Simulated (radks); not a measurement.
Values are calculated unless marked as measured or tabulated.
Species: Si III. Configuration: [Ne] 3s2 (the NIST ground configuration).

Code: a radial shooting solver on a logarithmic mesh with Libxc functionals. Model: non-relativistic Kohn-Sham, PBEsol, spin-polarised, spherical densities, point nucleus.

Energy parts (eV):
| part | energy |
|---|---|
| total | -7831.339 |
| kinetic | 7819.067 |
| electron-nucleus | -18435.720 |
| Hartree | 3316.868 |
| exchange-correlation | -531.554 |

Orbitals (lengths in bohr, moments of r in powers of bohr; <r^-3> diverges for s and p1/2; r(max) is where P^2 peaks):
[
 {"orbital": "1s", "occ.": "2", "eigenvalue (eV)": "-1799.495", "r(max)": "0.07307", "<1/r>": "13.55", "<r^-3>": "-"},
 {"orbital": "2s", "occ.": "2", "eigenvalue (eV)": "-159.7625", "r(max)": "0.4565", "<1/r>": "2.567", "<r^-3>": "-"},
 {"orbital": "2p", "occ.": "6", "eigenvalue (eV)": "-116.7925", "r(max)": "0.3879", "<1/r>": "2.460", "<r^-3>": "47.98"},
 {"orbital": "3s", "occ.": "2", "eigenvalue (eV)": "-28.4307", "r(max)": "1.701", "<1/r>": "0.6952", "<r^-3>": "-"}
]

The highest occupied level is 3s at -28.431 eV. For comparison, the ionisation energy in NIST's Atomic Spectra Database is 33.493 eV (measured). In exact Kohn-Sham theory the highest level is minus the ionisation energy, but local and semilocal functionals leave it too shallow, through self-interaction and a potential that decays too fast; potentials with the right tail come closer.
